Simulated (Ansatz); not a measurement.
FH$_{4}$SbSi, SMILES `F[SiH2][SbH2]`, relaxed with RKS PBE-D4/def2-SVP in Ansatz 0.2.0 from a rough embedded geometry. The force threshold is 0.03 eV/Å; the program also tests the step.

Total charge 0; spin multiplicity 1. Sb takes the def2 core potential.

Start:

```xyz
7

F     1.885    1.069   -0.525
Si    0.614    0.611    0.388
Sb   -1.190   -0.230   -1.112
H     0.973   -0.480    1.287
H     0.097    1.748    1.194
H    -0.309   -1.708   -1.471
H    -2.071   -1.010    0.239
```

**Question.** How much energy does the relaxation release, and in how many steps? (Best estimate.)

**Answer.** Ansatz gave: 15.46 kJ/mol, in 8 steps.

**Question.** Which bonds change most? (Best estimate.)

**Answer.** Computed: Si2–Sb3 from 2.493 to 2.601 Å; Sb3–H7 from 1.792 to 1.738 Å; Si2–H4 from 1.459 to 1.504 Å; Sb3–H6 from 1.757 to 1.734 Å.

**Question.** Give the relaxed structure. (An estimate is asked.)

**Answer.** Computed: 
```xyz
7

F     1.863    1.183   -0.482
Si    0.612    0.573    0.396
Sb   -1.220   -0.283   -1.240
H     1.163   -0.502    1.293
H     0.047    1.685    1.239
H    -0.393   -1.802   -1.368
H    -2.071   -0.854    0.163
```
